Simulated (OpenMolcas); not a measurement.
**Co⁺: effect of the IPEA shift**

```
Program             : OpenMolcas
Basis               : ANO-RCC-VTZP [6s5p3d2f1g]
Scalar Hamiltonian  : DKH2, point nucleus
Active space        : 8 electrons in 9 orbitals (RAS2 3d 4s; RAS3 4p, at most 2 electrons)
State averaging     : 2S+1 = 3 even, 55 roots; 2S+1 = 5 even, 10 roots kept (CI in the orbitals of an earlier block); 2S+1 = 1 even, 49 roots kept (CI in the orbitals of an earlier block); 2S+1 = 3 odd, 21 roots; 2S+1 = 5 odd, 22 roots kept (CI in the orbitals of an earlier block); 2S+1 = 1 odd, 9 roots kept (CI in the orbitals of an earlier block, 0 in the spin-orbit step)
Spin-orbit coupling : state interaction with AMFI integrals over the reference wave functions, term energies averaged over their components
```

Methods on the same reference wave functions:
A. RASSCF
B. MS-RASPT2, IPEA 0 Eh, imaginary shift 0.1 Eh (closed shells correlated: 3s 3p)
C. MS-RASPT2, IPEA 0.25 Eh, imaginary shift 0.1 Eh (closed shells correlated: 3s 3p)

Energies in eV above 3d8 3F4, the measured ground level; measured values from NIST Handbook of Basic Atomic Spectroscopic Data.

```
               Level        A       B       C  Measured
          3d7 4s 5F5  -2.7543  0.1718  0.1953    0.4154
          3d7 4s 5F4  -2.6723   0.254   0.277    0.4995
          3d7 4s 5F3  -2.6075   0.319   0.342    0.5655
          3d7 4s 5F2  -2.5597   0.366   0.390    0.6137
          3d7 4s 5F1  -2.5283   0.397   0.421    0.6453
       3d7 4s 3F4(1)  -1.7605   0.997   1.029          
       3d7 4s 3F3(1)  -1.6501   1.108   1.140          
3d7 4s 3F2(1) [63 %]  -1.5722   1.172   1.229          
          3d7 4s 5P3  -0.4793   1.979   2.049          
          3d7 4s 5P2  -0.4447   2.013   2.082          
          3d7 4s 5P1  -0.4052   2.053   2.122          
          3d7 4s 3G5  -0.2420   2.330   2.441          
          3d7 4s 3G4  -0.1952   2.380   2.488          
          3d7 4s 3G3  -0.1473   2.424   2.535          
             3d8 3F4   0.0000  0.0000  0.0000    0.0000
             3d8 3F3   0.1314  0.1319  0.1319    0.1178
             3d8 3F2   0.2228  0.2193  0.2194    0.1980
          3d7 4s 1G4   0.2802   2.821   2.921          
3d7 4s 3P2(1) [54 %]   0.4353   2.708   2.828          
3d7 4s 3P1(2) [53 %]   0.4806   2.761   2.846          
3d7 4s 3P0(2) [53 %]   0.4899   2.779   2.862          
          3d7 4s 3H6   0.5220   3.098   3.194          
3d7 4s 3P2(2) [60 %]   0.5309   2.820   2.903          
          3d7 4s 3H5   0.5648   3.140   3.236
```

A puts 3d7 4s 5F5 lowest.

Deviations, from unrounded energies. A percentage is the sum of absolute deviations over the sum of measured energies, with the sign that they share, or ± where signs differ.

| Against measurement | Levels | A | B | C |
| --- | --- | --- | --- | --- |
| mean absolute deviation (cm-1) | 7 | 18000 | 1500 | 1300 |
| fine structure of the ground term (%) | 2 | +12.2 | +11.2 | +11.2 |
| other configurations (%) | 5 | -579.0 | -45.0 | -40.7 |

C lies closest to measurement on these levels and A furthest from it. The largest miss of C in the table is 3d7 4s 5F1, by -1800 cm-1. The ranking rests on the paired levels alone, and a cruder setting can come out closer through cancelling errors.

Between B and C the level of the table that moves most is 3d7 4s 3P2(1) [54 %], by 970 cm-1 (lowest in B, highest in C). Moves below CASPT2's spread within the term are not significant.

The mean deviations of B to C differ by less than CASPT2's widest spread within a term (3700 cm-1), so their order carries little weight.

The lowest spin-free term lies below A's lowest term by 0.549 hartree in B, 0.540 hartree in C.

CASPT2 does not keep the components of a term degenerate, so their means are used; among the terms shown or strongly mixed into the levels shown the widest spread is 3700 cm-1 (3d8 3F, B). Some high roots are left out of the spin-orbit mixing, which shifts the levels that they would mix with. Terms from blocks run as CI alone lack orbitals of their own. A single d shell beside an s shell can misplace configurations of different d count against each other. The CASPT2 spread within a term exceeds the gap to the next term for 3d8 3F and 3d7 4s 5F, 3d7 4s 5P and 3d8 1G, 3d8 1G and 3d7 4s 3G and others, so the order of their levels is uncertain, and so are names and mixing where such terms share a J (figures for B; the like holds for C). Without dynamic correlation excited terms often stand tens of per cent too high (terms of higher spin than the ground term too low), and those without a measured partner can miss by more than the paired ones (holds for A). The lowest computed level is not the ground level that NIST lists (3F4) (holds for A). Computed and measured levels are paired by configuration, term and J; levels that our copy of the source lacks, or whose pairing is in doubt (as where it misses far off the trend of its configuration), stay unpaired and out of the deviations. Levels of configurations outside the active space are missing. The table leaves out levels that lie high or whose names do not pair safely across all columns.

A share in square brackets marks a mixed level and gives the weight of the term that names it, the lowest over the columns. A number in round brackets counts repeated terms of one configuration in the order of the reference energies.
